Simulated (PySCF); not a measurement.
This PySCF input asks for the NMR shieldings of SMILES [SiH3]N([SiH2]O[C@H](C)C=O)[SiH3], C₃H₁₃NO₂Si₃; the geometry comes from GFN2-xTB.

```python
import basis_set_exchange as bse
import numpy as np
from pyscf import gto, dft
from pyscf.prop import nmr

atoms = """
C    -2.517005    1.372276    0.120900
C    -2.083438   -0.023527   -0.355073
C    -2.611082   -1.035828    0.621227
O    -1.913615   -1.724691    1.307362
O    -0.715935   -0.093596   -0.492616
Si    0.357670   -0.835198    0.483303
N     1.813164   -0.165485   -0.188584
Si    3.272968   -0.770845    0.516508
Si    1.702816    1.000820   -1.475452
H    -3.600079    1.449612    0.157873
H    -2.102343    1.558749    1.108139
H    -2.123473    2.115274   -0.566837
H    -2.544169   -0.225511   -1.336198
H    -3.713195   -1.082938    0.676454
H     0.272777   -0.409449    1.879749
H     0.389574   -2.280330    0.278411
H     3.323561   -2.225904    0.356097
H     3.278559   -0.453153    1.946880
H     4.398222   -0.136315   -0.162753
H     0.953988    2.183946   -1.035980
H     1.070954    0.413025   -2.659121
H     3.079668    1.388454   -1.785257
"""
names = dict.fromkeys(["C", "O", "Si", "N", "H"], "pcSseg-1")
basis = {el: gto.basis.parse(bse.get_basis(n, elements=[el], fmt="nwchem")) for el, n in names.items()}
mol = gto.M(atom=atoms, basis=basis, charge=0, verbose=0)
mf = dft.RKS(mol, xc="PBE0")
mf.grids.level = 2
mf.grids.alignment = dft.numint.BLKSIZE   # the property module wants whole blocks of grid points
mf.conv_tol = 1e-9
mf.kernel()

calc = nmr.RKS(mf)   # GIAO
C = mf.mo_coeff
Co = C[:, mf.mo_occ > 0]
resp = mf.gen_response(singlet=True, hermi=2)
def vind(x):   # induced exchange potential for any number of trial vectors
    d = np.einsum("pi,xij,qj->xpq", C, 2 * x.reshape(-1, C.shape[1], Co.shape[1]), Co, optimize=True)
    return np.einsum("xpq,pi,qj->xij", resp(d - d.transpose(0, 2, 1)), C, Co, optimize=True).ravel()
mo1, _ = nmr.rhf.solve_mo1(calc, with_cphf=vind)
sigma = calc.kernel(mo1)
for i, s in enumerate(sigma):   # ppm
    w = np.linalg.eigvalsh((s + s.T) / 2)
    print("%2d %-2s iso %8.1f  s11 %8.1f  s22 %8.1f  s33 %8.1f" % (i, mol.atom_pure_symbol(i), w.mean(), *w))
```

**Question.** What are the results?

**Answer.** 
```
 0 C  iso    168.3  s11    151.9  s22    167.7  s33    185.3
 1 C  iso    106.7  s11     77.1  s22     96.9  s33    146.2
 2 C  iso    -23.4  s11   -123.5  s22    -36.0  s33     89.3
 3 O  iso   -292.5  s11   -822.2  s22   -420.4  s33    365.2
 4 O  iso    295.8  s11    269.9  s22    291.0  s33    326.5
 5 Si iso    382.4  s11    363.9  s22    382.1  s33    401.4
 6 N  iso    258.1  s11    240.7  s22    245.4  s33    288.1
 7 Si iso    405.8  s11    366.7  s22    370.9  s33    479.7
 8 Si iso    401.3  s11    359.0  s22    376.6  s33    468.2
 9 H  iso     30.3  s11     26.3  s22     27.3  s33     37.5
10 H  iso     30.5  s11     26.6  s22     29.8  s33     35.0
11 H  iso     29.7  s11     25.5  s22     28.8  s33     34.7
12 H  iso     26.8  s11     21.1  s22     27.1  s33     32.1
13 H  iso     22.0  s11     19.9  s22     20.9  s33     25.2
14 H  iso     26.2  s11     22.4  s22     26.0  s33     30.3
15 H  iso     26.1  s11     21.5  s22     25.7  s33     31.0
16 H  iso     27.0  s11     23.3  s22     25.0  s33     32.7
17 H  iso     27.0  s11     23.3  s22     25.0  s33     32.7
18 H  iso     27.0  s11     23.5  s22     25.9  s33     31.6
19 H  iso     26.9  s11     22.9  s22     26.0  s33     31.8
20 H  iso     26.9  s11     23.4  s22     25.1  s33     32.2
21 H  iso     27.2  s11     23.5  s22     26.2  s33     31.8
```

These numbers come from an equivalent density-fitted implementation of the same equations, which agrees with the script to about 0.01 ppm for H and up to a few tenths of a ppm for heavy atoms, so last digits may differ.

Size and cost of the density-fitted run: 239 basis functions, 110 s wall time on 1 thread of an Arm Neoverse N1, shared host; peak memory 1 GiB.
